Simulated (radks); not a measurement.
The numbers below are computed, except where a source is named.
Task: Species: Os I. Configuration: [Xe] 4f14 5d(up 3.5, down 2.5) 6s2 (fractional occupations, a model configuration). Code: a radial shooting solver on a logarithmic mesh with Libxc functionals. Model: non-relativistic Kohn-Sham, r2SCAN, spin-polarised, spherical densities, point nucleus; meta-GGA in the generalised Kohn-Sham scheme; relativity is left out, which matters for an element this heavy. Some entries of the table are withheld. Estimate them.

orbital  occ.  eigenvalue (Ry)  <1/r> (bohr^-1)
1s down     1        -4960.020            75.44
1s up       1        -4960.020            75.44
2s up       1        -822.3597            17.73
2s down     1        -822.3524            17.73
2p up       3        -788.8393            17.75
2p down     3        -788.8341            17.75
3s up       1        -190.4062            6.851
3s down     1        -190.4053            6.851
3p up       3        -174.7807            6.794
3p down     3        -174.7794            6.794
3d up       5        -145.7040            6.712
3d down     5        -145.7000            6.712
4s up       1        -39.53640            2.968
4s down     1        -39.53240            2.967
4p up       3        -32.86186            2.873
4p down     3        -32.85734            2.873
4d up       5        -20.68801            2.679
4d down     5        -20.68201            2.679
5s up       1         -5.64322            1.187
5s down     1         -5.59368            1.190
4f up       7         -4.68517            2.287
4f down     7         -4.67608            2.288
5p up       3              (1)              (2)
5p down     3              (3)              (4)
5d up     3.5         -0.62176           0.7590
5d down   2.5         -0.56245           0.7552
6s up       1         -0.38733           0.3803
6s down     1         -0.37052           0.3695

Result: 
(1) 5p up eigenvalue (Ry): -3.63368
(2) 5p up <1/r> (bohr^-1): 1.073
(3) 5p down eigenvalue (Ry): -3.57850
(4) 5p down <1/r> (bohr^-1): 1.076
